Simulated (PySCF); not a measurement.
C2H8Zr, SMILES [CH3][ZrH2][CH3], multiplicity 1.

Geometry: B3LYP-D3(BJ)/def2-SVP. The multiplicity is an assumed one; no other spin state was optimised. The structure was generated by enumeration; whether it is a known compound was not checked. The def2 effective core potentials stand for the cores of Zr; spin–orbit coupling is left out.

Calculation: PySCF with r2SCAN/def2-TZVPD.

Isolated molecule, no solvent.

```yaml
total_energy: -128.02413 hartree
point_group: C2v
highest_occupied_level: -6.81 eV
lowest_empty_level: -2.33 eV
orbital_gap: 4.48 eV
dipole_moment: 1.28 D
quadrupole, principal values (traceless, Buckingham form, about the centre of nuclear charge): -2.77, -0.48, 3.25 D·Å
mean_static_polarisability: 80.9 bohr³ (11.99 Å³)
polarisability_principal_values: 71.9, 79.1, 91.8 bohr³
```
